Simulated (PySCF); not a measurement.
Species: C₉H₉P.
Cartesian coordinates in Å at the PBE0-D3(BJ)/def2-SVP level; atoms count from 1:
```xyz
19
C9H9P angstrom
C     -3.296    1.813    1.014
C     -2.206    1.305    0.837
C     -0.923    0.716    0.644
P      0.212    0.898    1.969
C      1.587    0.068    1.330
C      1.680   -0.554    0.084
C      2.943   -1.270   -0.308
C      0.598   -0.547   -0.805
C     -0.644    0.044   -0.568
C     -1.710   -0.032   -1.622
H     -4.259    2.259    1.178
H      2.469    0.036    1.982
H      2.873   -2.342   -0.059
H      3.130   -1.198   -1.389
H      3.817   -0.866    0.222
H      0.735   -1.046   -1.769
H     -1.359   -0.576   -2.509
H     -2.609   -0.535   -1.233
H     -2.029    0.976   -1.931
```

The closed-shell ground state was solved at several levels (PySCF, density fitting, gas phase, non-relativistic).

```tsv
level	basis functions	HOMO (eV)	LUMO (eV)	gap (eV)	dipole (D)
CAM-B3LYP/pcSseg-1	222	-7.76	-0.72	7.04	2.29
PBE0/pcSseg-1	222	-6.67	-1.76	4.91	2.39
```

Task: Estimate the row for B3LYP/def2-SVPD, a basis of 276 functions; the other rows only guide the guess.

Result: HOMO -6.45 eV, LUMO -1.89 eV, gap 4.56 eV, dipole 2.29 D.

Task: Over all these levels, which gives the widest orbital gap and which the narrowest?

Result: CAM-B3LYP/pcSseg-1 (range-separated hybrid) has the widest, 7.04 eV, and B3LYP/def2-SVPD (global hybrid, 20 % exact exchange) the narrowest, 4.56 eV. Functional and basis both differ between the two, so the spread mixes both effects.

Task: How far do the dipole and the HOMO energy spread over the levels?

Result: The dipole runs from 2.29 to 2.39 D (mean 2.32 D) and the HOMO from -7.76 to -6.45 eV.
